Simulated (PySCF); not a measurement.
A structure optimised at r2SCAN-D4/def2-SVP, used in a PySCF frequency run:

```xyz
4

Cd    -0.0089     0.0087     0.0000
Br     0.0064     2.4280     0.0000
Se    -0.0363    -2.4390     0.0000
H      1.4368    -2.4719     0.0000
```

Problem. Write its SMILES, formula and point group.

Solution. [SeH][Cd][Br], BrCdHSe, Cs

Problem. What are its rotational constants (standard atomic weights)?

Solution. 233.87, 0.53366, 0.53244 GHz
